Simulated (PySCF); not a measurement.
Ligands exchanged one at a time, B CH3-OH. All species are isolated molecules in the gas phase. One relaxed conformer stands for each flexible species; it need not be the lowest. Strings in code marks are SMILES.

The HOMO from two functionals at the same geometries (PBE0-D3(BJ)/def2-TZVP), both in PySCF: PBE-D3(BJ)/def2-TZVP and M06-2X/def2-TZVP. 

```
species                                                      PBE-D3(BJ)/def2-TZVP (eV)
-----------------------------------------------------------  -------------------------
0 of 3 CH3 replaced by OH (`CB(C)C`)                                             -7.10
1 of 3 CH3 replaced by OH (`CB(C)O` (C–B–O–H torsion 178°))                      -6.95
2 of 3 CH3 replaced by OH                                                        -7.48
3 of 3 CH3 replaced by OH (`OB(O)O`)                                             -7.42
```

Task: What does M06-2X/def2-TZVP give for each?

Result: 
- 0 of 3 CH3 replaced by OH (`CB(C)C`): -9.77
- 1 of 3 CH3 replaced by OH (`CB(C)O` (C–B–O–H torsion 178°)): -9.75
- 2 of 3 CH3 replaced by OH: -10.73
- 3 of 3 CH3 replaced by OH (`OB(O)O`): -10.98
Over these rows, drawn at random from the members with no instability flagged (it was tested for open shells, ions and some series alone), PBE minus M06-2X: mean +3.07 eV, from +2.67 eV to +3.55 eV.
